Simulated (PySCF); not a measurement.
B(Cl)(H)(OSiH3), H4BClOSi, SMILES O(BCl)[SiH3], PBE0/def2-SVP optimised geometry.

```
8

B     -0.83    -1.39     1.95
Cl    -2.31    -0.93     1.09
H     -0.93    -1.96     3.01
O      0.37    -1.09     1.43
Si     0.83    -0.32     0.00
H      2.31    -0.32     0.00
H      0.30     1.08     0.00
H      0.31    -1.08    -1.17
```

Density from PBE0/def2-TZVP in PySCF 2.14.0 at that geometry.

Minimum of the electron density along straight lines between bonded atoms, close to the bond critical point (lines longer than 1.1 times the sum of covalent radii, or with two minima, are not listed):

```csv
bond,length / Å,ρ at the minimum / e bohr⁻³,∇²ρ there / e bohr⁻⁵,position (fraction from the first atom)
B1–Cl2,1.776,0.142,0.00,0.30
B1–H3,1.204,0.189,-0.45,0.44
B1–O4,1.336,0.218,1.09,0.33
O4–Si5,1.694,0.122,0.68,0.59
Si5–H6,1.486,0.124,0.15,0.49
Si5–H7,1.489,0.123,0.14,0.49
Si5–H8,1.489,0.123,0.14,0.49
```
